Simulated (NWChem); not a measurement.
System: C2H2F2O2; SMILES FC(C(=O)O)F

NWChem input:

```
start job
memory heap 200 mb stack 900 mb global 1100 mb
geometry units angstroms noautosym nocenter noautoz
  O      1.195140    -1.236422     0.283306
  C      0.137620    -0.768619    -0.018905
  O     -0.997680    -1.451056    -0.145684
  C     -0.087247     0.707064    -0.360884
  F      1.010084     1.402681    -0.055493
  F     -1.127398     1.182645     0.348599
  H     -0.801966    -2.377384     0.067061
  H     -0.310342     0.825781    -1.437596
end
basis spherical
  * library 6-31g*
end
dft
  xc b3lyp
  iterations 150
end
property
  shielding
end
task dft property
```

Parts of the log:

```
             Northwest Computational Chemistry Package (NWChem) 7.3.0
             --------------------------------------------------------

                             Geometry "geometry" -> ""
                             -------------------------

 Output coordinates in angstroms (scale by  1.889725989 to convert to a.u.)

  No.       Tag          Charge          X              Y              Z
 ---- ---------------- ---------- -------------- -------------- --------------
    1 O                    8.0000     1.19514000    -1.23642200     0.28330600
    2 C                    6.0000     0.13762000    -0.76861900    -0.01890500
    3 O                    8.0000    -0.99768000    -1.45105600    -0.14568400
    4 C                    6.0000    -0.08724700     0.70706400    -0.36088400
    5 F                    9.0000     1.01008400     1.40268100    -0.05549300
    6 F                    9.0000    -1.12739800     1.18264500     0.34859900
    7 H                    1.0000    -0.80196600    -2.37738400     0.06706100
    8 H                    1.0000    -0.31034200     0.82578100    -1.43759600

 Effective nuclear repulsion energy (a.u.)     250.0765807370

                              NWChem Property Module
                              ----------------------

  itol2e modified to match energy
  convergence criterion.

                                 NWChem DFT Module
                                 -----------------

 Summary of "ao basis" -> "ao basis" (spherical)
 ------------------------------------------------------------------------------
       Tag                 Description            Shells   Functions and Types
 ---------------- ------------------------------  ------  ---------------------
 O                           6-31g*                  6       14   3s2p1d
 C                           6-31g*                  6       14   3s2p1d
 F                           6-31g*                  6       14   3s2p1d
 H                           6-31g*                  2        2   2s

  itol2e modified to match energy
  convergence criterion.

            General Information
            -------------------
          SCF calculation type: DFT
          Wavefunction type:  closed shell.
          No. of atoms     :     8
          No. of electrons :    48
           Alpha electrons :    24
            Beta electrons :    24
          Charge           :     0
          Spin multiplicity:     1
          Use of symmetry is: off; symmetry adaption is: off
          Maximum number of iterations: 150
          AO basis - number of functions:    88
                     number of shells:    40
          Convergence on energy requested:  1.00D-07
          Convergence on density requested:  1.00D-05
          Convergence on gradient requested:  5.00D-04

              XC Information
              --------------
                         B3LYP Method XC Potential
                     Hartree-Fock (Exact) Exchange  0.200
                        Slater Exchange Functional  0.800 local
                    Becke 1988 Exchange Functional  0.720 non-local
              Lee-Yang-Parr Correlation Functional  0.810
                  VWN I RPA Correlation Functional  0.190 local

             Grid Information
             ----------------
          Grid used for XC integration:  fine
          Radial quadrature: Mura-Knowles
          Angular quadrature: Lebedev.
          Tag              B.-S. Rad. Rad. Pts. Rad. Cut. Ang. Pts.
          ---              ---------- --------- --------- ---------
          O                   0.60       70           9.0       590
          C                   0.70       70           9.0       590
          F                   0.50       70          11.0       590
          H                   0.35       60          10.0       590
          Grid pruning is: on
          Number of quadrature shells:   540
          Spatial weights used:  Erf1

      Superposition of Atomic Density Guess
      -------------------------------------

 Sum of atomic energies:        -424.57034188

      Non-variational initial energy
      ------------------------------

 Total energy =    -426.808577
 1-e energy   =   -1084.546050
 2-e energy   =     407.660892
 HOMO         =      -0.329840
 LUMO         =       0.037269

   convergence    iter        energy       DeltaE   RMS-Dens  Diis-err
 ---------------- ----- ----------------- --------- --------- ---------
 d= 0,ls=0.0,diis     1   -427.2992847872 -6.77D+02  2.41D-02  2.05D+00
 d= 0,ls=0.0,diis     2   -426.8161398466  4.83D-01  1.64D-02  7.61D+00
 d= 0,ls=0.0,diis     3   -427.5062200456 -6.90D-01  4.16D-03  2.16D-01
 d= 0,ls=0.0,diis     4   -427.5192467171 -1.30D-02  1.67D-03  8.56D-02
 d= 0,ls=0.0,diis     5   -427.5271160937 -7.87D-03  2.65D-04  1.75D-03
  Resetting Diis
 d= 0,ls=0.0,diis     6   -427.5272621451 -1.46D-04  5.65D-05  5.47D-05
 d= 0,ls=0.0,diis     7   -427.5272676244 -5.48D-06  2.98D-05  4.88D-06
 d= 0,ls=0.0,diis     8   -427.5272669659  6.59D-07  1.90D-05  1.23D-05
 d= 0,ls=0.0,diis     9   -427.5272680374 -1.07D-06  3.63D-06  3.37D-07
 d= 0,ls=0.0,diis    10   -427.5272680681 -3.06D-08  7.12D-07  1.02D-08

         Total DFT energy =     -427.527268068058
      One electron energy =    -1086.436187259546
           Coulomb energy =      458.618480724593
    Exchange-Corr. energy =      -49.786142270102
 Nuclear repulsion energy =      250.076580736998

 Numeric. integr. density =       47.999999411973

                       DFT Final Molecular Orbital Analysis
                       ------------------------------------

 Vector   22  Occ=2.000000D+00  E=-3.665108D-01
              MO Center=  9.8D-02,  4.2D-01, -1.7D-01, r^2= 2.9D+00
   Bfn.  Coefficient  Atom+Function         Bfn.  Coefficient  Atom+Function
  ----- ------------  ---------------      ----- ------------  ---------------
    75      0.277142  6 F  pz                61      0.274345  5 F  pz
     3     -0.227623  1 O  px                60     -0.223436  5 F  py
    88      0.223447  8 H  s                 18     -0.201964  2 C  py
    79      0.195213  6 F  pz                47     -0.192925  4 C  pz
    65      0.193263  5 F  pz                87      0.191091  8 H  s

 Vector   23  Occ=2.000000D+00  E=-3.449790D-01
              MO Center=  7.2D-02, -1.3D+00,  6.0D-02, r^2= 1.8D+00
   Bfn.  Coefficient  Atom+Function         Bfn.  Coefficient  Atom+Function
  ----- ------------  ---------------      ----- ------------  ---------------
    33     -0.455081  3 O  pz                 5      0.429747  1 O  pz
    37     -0.348802  3 O  pz                 9      0.294962  1 O  pz
    19      0.127180  2 C  pz                31      0.101515  3 O  px
    32     -0.088805  3 O  py                 3     -0.088081  1 O  px
    35      0.076944  3 O  px                 4      0.066769  1 O  py

 Vector   24  Occ=2.000000D+00  E=-2.959487D-01
              MO Center=  6.1D-01, -8.2D-01,  1.2D-01, r^2= 2.2D+00
   Bfn.  Coefficient  Atom+Function         Bfn.  Coefficient  Atom+Function
  ----- ------------  ---------------      ----- ------------  ---------------
     4      0.507472  1 O  py                 8      0.356107  1 O  py
    31      0.226262  3 O  px                 3      0.207686  1 O  px
    46      0.203449  4 C  py                35      0.172297  3 O  px
    74     -0.164691  6 F  py                 7      0.148922  1 O  px
    34      0.138746  3 O  s                 88      0.127072  8 H  s

 Vector   25  Occ=0.000000D+00  E=-2.043433D-02
              MO Center=  2.3D-01, -6.8D-01,  2.8D-03, r^2= 2.0D+00
   Bfn.  Coefficient  Atom+Function         Bfn.  Coefficient  Atom+Function
  ----- ------------  ---------------      ----- ------------  ---------------
    19      0.503542  2 C  pz                23      0.439673  2 C  pz
     5     -0.376584  1 O  pz                 9     -0.378294  1 O  pz
    88      0.321649  8 H  s                 37     -0.244288  3 O  pz
    33     -0.236143  3 O  pz                51      0.219796  4 C  pz
    76     -0.201077  6 F  s                 50      0.166453  4 C  py

 Vector   26  Occ=0.000000D+00  E= 5.633212D-02
              MO Center= -7.0D-01, -2.3D+00,  6.0D-02, r^2= 2.3D+00
   Bfn.  Coefficient  Atom+Function         Bfn.  Coefficient  Atom+Function
  ----- ------------  ---------------      ----- ------------  ---------------
    86      1.429761  7 H  s                 34     -0.818645  3 O  s
    36      0.490111  3 O  py                48     -0.327333  4 C  s
    32      0.272879  3 O  py                49     -0.231056  4 C  px
    20      0.200592  2 C  s                 85      0.179286  7 H  s
    30     -0.168767  3 O  s                 62      0.156155  5 F  s

[...]

          -----------------------------------------
          Chemical Shielding Tensors (GIAO, in ppm)
          -----------------------------------------

                                NWChem CPHF Module
                                ------------------

  scftype          =     RHF
  nclosed          =       24
  nopen            =        0
  variables        =     1536
  # of vectors     =        3
  tolerance        = 0.10D-03
  level shift      = 0.00D+00
  max iterations   =       50
  max subspace     =       30

 SCF residual:    4.3776630362484666E-005

Iterative solution of linear equations
  No. of variables     1536
  No. of equations        3
  Maximum subspace       30
        Iterations       50
       Convergence  1.0D-04

   iter   nsub   residual    time
   ----  ------  --------  ---------
     1      3    5.31D-01      22.7
     2      6    5.87D-02      24.6
     3      9    1.50D-03      26.6
     4     12    1.04D-04      28.5
     5     15    4.77D-06      30.4

      Atom:    1  O
        Diamagnetic
    413.4852     -8.7617      5.5345
     -8.7617    394.2489     -1.5749
      5.5345     -1.5749    394.6902

        Paramagnetic
   -676.5767     -7.1679   -112.9450
     -7.1679   -578.8088     84.4457
   -112.9450     84.4457   -124.9027

        Total Shielding Tensor
   -263.0915    -15.9296   -107.4105
    -15.9296   -184.5599     82.8708
   -107.4105     82.8708    269.7875

           isotropic =     -59.2880
          anisotropy =     546.6788

          Principal Components and Axis System
                 1           2           3
              305.1646   -283.9274   -199.1011

      1        -0.1876      0.9817      0.0340
      2         0.1698     -0.0016      0.9855
      3         0.9675      0.1907     -0.1664

      Atom:    2  C
        Diamagnetic
    266.4173      0.5350      5.8797
      0.5350    256.1995     -2.7052
      5.8797     -2.7052    237.5025

        Paramagnetic
   -216.2428    -53.5471     -5.0474
    -53.5471   -280.7696     13.8449
     -5.0474     13.8449   -149.6815

        Total Shielding Tensor
     50.1745    -53.0121      0.8324
    -53.0121    -24.5701     11.1397
      0.8324     11.1397     87.8210

           isotropic =      37.8085
          anisotropy =      78.4535

          Principal Components and Axis System
                 1           2           3
               90.1108     76.1247    -52.8101

      1        -0.2632      0.8497      0.4569
      2         0.2131     -0.4107      0.8865
      3         0.9409      0.3307     -0.0729

      Atom:    3  O
        Diamagnetic
    397.0615      9.7383      1.7710
      9.7383    406.5908     -2.0578
      1.7710     -2.0578    381.6474

        Paramagnetic
   -224.2918    103.5224    -23.9427
    103.5224   -302.6556     40.8305
    -23.9427     40.8305   -202.9351

        Total Shielding Tensor
    172.7698    113.2606    -22.1717
    113.2606    103.9352     38.7727
    -22.1717     38.7727    178.7123

           isotropic =     151.8057
          anisotropy =     157.9777

          Principal Components and Axis System
                 1           2           3
              257.1242    189.8737      8.4193

      1         0.7926     -0.2112     -0.5719
      2         0.6050      0.1570      0.7806
      3         0.0750      0.9648     -0.2522

      Atom:    4  C
        Diamagnetic
    248.7670      0.5077     -1.7632
      0.5077    246.8452     -0.4797
     -1.7632     -0.4797    236.3823

        Paramagnetic
   -143.2340      6.5462     -1.4772
      6.5462   -166.5876      9.8880
     -1.4772      9.8880   -165.3868

        Total Shielding Tensor
    105.5330      7.0539     -3.2404
      7.0539     80.2577      9.4084
     -3.2404      9.4084     70.9955

           isotropic =      85.5954
          anisotropy =      32.6862

          Principal Components and Axis System
                 1           2           3
              107.3862     85.2936     64.1064

      1         0.9695     -0.1878      0.1575
      2         0.2440      0.8004     -0.5475
      3        -0.0232      0.5693      0.8218

      Atom:    5  F
        Diamagnetic
    484.4932     11.6738      4.4118
     11.6738    473.4127      3.9082
      4.4118      3.9082    464.0343

        Paramagnetic
   -108.6580    -23.9369    -33.5915
    -23.9369   -152.5674     64.8925
    -33.5915     64.8925   -150.5737

        Total Shielding Tensor
    375.8352    -12.2631    -29.1797
    -12.2631    320.8453     68.8006
    -29.1797     68.8006    313.4606

           isotropic =     336.7137
          anisotropy =     111.1011

          Principal Components and Axis System
                 1           2           3
              410.7811    352.4283    246.9317

      1        -0.6484      0.7543      0.1031
      2         0.5164      0.5352     -0.6685
      3         0.5595      0.3802      0.7365

      Atom:    6  F
        Diamagnetic
    481.3657     -7.1866    -11.7522
     -7.1866    469.4138      5.9820
    -11.7522      5.9820    469.7383

        Paramagnetic
   -111.3989     61.3151     -4.9289
     61.3151   -131.3766     66.2363
     -4.9289     66.2363   -176.0636

        Total Shielding Tensor
    369.9668     54.1285    -16.6810
     54.1285    338.0371     72.2183
    -16.6810     72.2183    293.6747

           isotropic =     333.8929
          anisotropy =     129.8125

          Principal Components and Axis System
                 1           2           3
              420.4345    356.0020    225.2421

      1         0.6448     -0.6972      0.3132
      2         0.6975      0.3692     -0.6141
      3         0.3125      0.6144      0.7244

      Atom:    7  H
        Diamagnetic
     21.8591     -0.3387      1.1968
     -0.3387     43.6324     -4.7511
      1.1968     -4.7511     17.8055

        Paramagnetic
      0.5003      2.7266     -1.8544
      2.7266    -10.3706      3.7705
     -1.8544      3.7705      6.6596

        Total Shielding Tensor
     22.3594      2.3879     -0.6576
      2.3879     33.2619     -0.9806
     -0.6576     -0.9806     24.4651

           isotropic =      26.6955
          anisotropy =      10.7907

          Principal Components and Axis System
                 1           2           3
               33.8893     24.4137     21.7834

      1         0.2078     -0.1425      0.9677
      2         0.9713      0.1469     -0.1869
      3        -0.1156      0.9788      0.1690

      Atom:    8  H
        Diamagnetic
     21.8734     -0.0799      3.4584
     -0.0799     22.5851     -2.8672
      3.4584     -2.8672     37.8517

        Paramagnetic
      3.9768      0.9963     -2.6572
      0.9963      1.0570      2.5681
     -2.6572      2.5681     -8.7628

        Total Shielding Tensor
     25.8502      0.9165      0.8011
      0.9165     23.6421     -0.2991
      0.8011     -0.2991     29.0889

           isotropic =      26.1937
          anisotropy =       4.6256

          Principal Components and Axis System
                 1           2           3
               29.2775     26.0462     23.2574

      1         0.2237      0.9065     -0.3582
      2        -0.0153      0.3707      0.9286
      3         0.9745     -0.2022      0.0968
```

Level: B3LYP/6-31G* (spherical d), GIAO. Geometry: optimised at PBE0/def2-SVP. B3LYP is NWChem's, with the RPA form of VWN correlation. The printed shielding anisotropy is the first printed principal value minus the mean of the other two.
